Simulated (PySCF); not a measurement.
A GIAO shielding run with PySCF (density fitting, non-relativistic, gas phase) on `[SiH2]1CC=C(C#C)S1`, C5H6SSi:

```
$ OMP_NUM_THREADS=1 python probes_run.py task.json out

{"job": {"kind": "nmr", "xc": "PBE0", "basis": "pcSseg-1"}, "charge": 0, "multiplicity": 1}
C      3.407810     0.708935     0.184024
C      2.227668     0.486057     0.177612
C      0.840306     0.255004     0.207898
C      0.192090    -0.547579    -0.638373
C     -1.283822    -0.748337    -0.550090
Si    -1.948424     0.296742     0.898741
S     -0.053045     1.123633     1.487725
H      4.440512     0.891334     0.173332
H      0.741108    -1.068898    -1.409778
H     -1.747476    -0.466993    -1.498918
H     -1.498971    -1.811136    -0.413968
H     -2.835574     1.378745     0.488069
H     -2.486570    -0.497020     1.997407
```

Hardware: 1 thread of an Arm Neoverse V2, shared host. The job also computes population analyses, field gradients, ring-centre shieldings.

Question: How large is the calculation?

Answer: 66 electrons, 163 basis functions and 889 auxiliary functions.

Question: How long does it take, and how much memory does it need?

Answer: 24 s of wall time, with 14 SCF cycles and 5 response iterations; peak memory 0.71 GiB. Times on a shared host scatter by some tens of per cent.
